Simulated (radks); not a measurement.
Q: Valence configurations of Rh (all share [Kr]). All-electron calculation, Dirac Kohn-Sham, PBE, spin-unpolarised, spherical densities, finite nucleus; open shells fill j = l - 1/2 first; Fermi nuclear charge, rms radius 4.4945 fm. Program: a radial shooting solver on a logarithmic mesh with Libxc functionals. Order these by energy: 4d9; 4d6 5s1 5p2; 4d8 5p1; 4d7 5s1 5p1; 4d7 5p2; 4d8 5s1; 4d7 5s2; 4d7.5 5p1.5; 4d8 5s0.5 5p0.5; 4d7.5 5s1.5.

A: From the lowest, in eV above it: 4d9 0.000; 4d8 5s1 0.742; 4d7.5 5s1.5 1.672; 4d8 5s0.5 5p0.5 2.460; 4d7 5s2 3.026; 4d8 5p1 4.251; 4d7 5s1 5p1 7.037; 4d7.5 5p1.5 7.404; 4d7 5p2 11.271; 4d6 5s1 5p2 16.351. NIST lists [Kr] 4d8 5s1 as the ground configuration; this level of theory puts 4d9 lower, by 0.742 eV. The energies are those of spherical spin-averaged densities, not of single terms.
